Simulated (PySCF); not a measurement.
C₁₀H₇FS, SMILES c1c(cccc1)-c1cc(F)cs1.

Coordinates come from a B3LYP-D3(BJ)/def2-SVP optimisation. Other conformers were not sampled.

The numbers are results of HF/def2-SVP (PySCF), not measurements.

**Question.** Estimate the frontier levels, gap, dipole moment and polarisability. (Estimate from the structure and the level; the computed values follow.)

**Answer.** 
```
Item                                                                                                             Result
---------------------------------------------------------------------------------------------  ------------------------
highest occupied level                                                                                         -8.20 eV
lowest empty level                                                                                              1.93 eV
orbital gap                                                                                                    10.13 eV
dipole moment                                                                                                    1.95 D
quadrupole, principal values (traceless, Buckingham form, about the centre of nuclear charge)  -11.01, -1.79, 12.80 D·Å
mean static polarisability                                                                       115.8 bohr³ (17.16 Å³)
polarisability, principal values                                                               55.2, 119.3, 172.9 bohr³
```
